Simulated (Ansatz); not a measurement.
A nudged elastic band was laid between two geometries of GaH₅SSi (8 atoms, charge 0, multiplicity 1).

Method: Ansatz, RKS PBE/def2-SVP.

```yaml
movable_images: 5
climbing_image: yes
spring: 5.0 eV/Å²
optimiser: quadratic models (default)
start_path: through a guess of the saddle point
force_threshold: 0.05 eV/Å
iteration_limit: 60
end_points: relaxed
```

Image 0:

```xyz
8
Properties=species:S:1:pos:R:3
Ga -1.095 -0.172 -0.521
Si 0.606 0.739 0.933
S -0.568 -1.780 -1.969
H 0.750 -1.840 -1.624
H -2.621 0.221 -0.601
H 1.959 0.147 0.632
H 0.696 2.237 0.776
H 0.272 0.447 2.375
```

Image 6:

```xyz
8
Properties=species:S:1:pos:R:3
Ga -1.750 -0.833 -1.499
Si 1.047 0.586 0.966
S -1.092 -2.482 -2.482
H 0.381 -0.290 -0.071
H -2.350 0.414 -0.806
H 2.535 0.496 0.795
H 0.585 2.002 0.765
H 0.644 0.108 2.331
```

Task: What changes between the two ends?

Result: Bonds broken: Ga1–Si2, S3–H4. Bonds formed: Si2–H4. GaH5SSi becomes GaHS + H4Si.

Task: Give the energies along the band, and the barrier.

Result: The run converged. The highest image is number 3 of 0 to 6, 1.99 eV above the first end and 1.12 eV above the last; the last end lies 0.88 eV above the first. A vibrational analysis at the climbing image gives one clearly imaginary mode, 1087i cm⁻¹: a first-order saddle point. The orbitals stay closed-shell, which can raise the energy where a bond breaks towards radicals; this wasn't checked here.

```
image  path coordinate (Å)  energy (eV)  Ga1–Si2 (Å)  S3–H4 (Å)  Si2–H4 (Å)
    0                 0.00         0.00         2.42       1.36        3.63
    1                 0.66         0.11         2.41       1.36        2.99
    2                 1.33         0.80         2.47       1.41        2.39
    3                 1.99         1.99         2.73       1.89        1.85
    4                 2.77         1.08         3.25       2.66        1.53
    5                 3.56         0.88         3.71       3.35        1.52
    6                 4.35         0.88         3.99       3.58        1.51
```

Task: What is the geometry of the highest image?

Result: 
```xyz
8
Properties=species:S:1:pos:R:3
Ga -1.332 -0.458 -0.837
Si 0.726 0.473 0.690
S -0.271 -1.860 -2.019
H 0.430 -0.741 -0.668
H -2.545 0.366 -0.292
H 2.181 0.087 0.647
H 0.616 1.951 0.408
H 0.196 0.182 2.071
```

Task: What are the harmonic wavenumbers there?

Result: 1087i, 89, 145, 217, 266, 361, 406, 492, 563, 672, 801, 885, 893, 1385, 1920, 2134, 2157, 2163 cm⁻¹.

Run time: 88 s on 2 threads of Arm Neoverse V1, on a shared host, peak memory 0.14 GiB.
